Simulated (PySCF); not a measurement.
## Correlation energy of Pr(33+) (praseodymium, charge +33)

[Ar] 3d8, high-spin 3F determinant. Computed with PySCF 2.14 in an uncontracted even-tempered set (18 s from 5.3 bohr⁻², ratio 2.5; 13 p from 6.9 bohr⁻², ratio 2.5; 8 d from 6.9 bohr⁻², ratio 2.5; 4 f from 30 bohr⁻², ratio 2.7; 3 g from 45 bohr⁻², ratio 2.7), with the spin-free X2C one-electron Hamiltonian (Gaussian nucleus). Frozen: [Ne]; 16 electrons correlated; the 33 highest virtual orbitals of each spin left out.

MP2 pair energies summed by pair of shells (mhartree):

```json
{"pair": "3d-3d", "energy": "-250.86", "share (%)": "38.8"}
{"pair": "3p-3d", "energy": "-239.88", "share (%)": "37.1"}
{"pair": "3p-3p", "energy": "-67.34", "share (%)": "10.4"}
{"pair": "3s-3d", "energy": "-47.88", "share (%)": "7.4"}
{"pair": "3s-3p", "energy": "-35.98", "share (%)": "5.6"}
{"pair": "3s-3s", "energy": "-5.21", "share (%)": "0.8"}
```

Total MP2 correlation energy: -647.15 mhartree.

At this charge the one-electron X2C treatment keeps the bare 1/r₁₂, with no two-electron picture change or Breit term. The effect here is smaller than on the frozen 1s shell; and a scalar Hamiltonian misses the large spin-orbit splitting of the p shells, which matters for ns² → np² pairs.

Spin-orbit coupling is strong in this species, so the high-spin LS determinant is a model state.
